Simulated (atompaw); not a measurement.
# PBEsol PAW (atompaw) dataset for samarium (Sm), scalar-relativistic all-electron reference.

atompaw 4.2.0.5 input, output lines left out:

```
Sm 62
GGA-PBESOL scalarrelativistic loggrid 2001 logderivrange -6 5 276
6 6 5 4 0 0
6 0 1
6 1 1
5 2 1
4 3 5
0 0 0
c
c
c
c
v
v
c
c
c
v
v
c
c
v
c
2
3.00 2.50 2.45 1.80
n
n
y
0.8
n
custom rrkj gramschmidtortho sinc
3 0 vpsmatchnc
2.20
2.55
1.95
3.00
3.00
3.00
```

All-electron outer shells of the reference configuration (PBEsol, scalar-relativistic, ld1.x):

```tsv
shell	level (eV)	outermost node (bohr)	outermost maximum (bohr)
4d	-136.58	0.28	0.58
5s	-48.00	0.68	1.25
5p	-27.25	0.73	1.42
4f	-9.25	–	0.61
6s	-4.71	1.66	3.44
5d	-3.74	0.83	1.98
6p	-1.90	1.98	4.59
```

Is a potential produced?

No. atompaw 4.2.0.5 stopped with "atompaw: The overlap operator has at least one negative eigenvalue!": the overlap operator built from these waves and projectors is not positive definite.
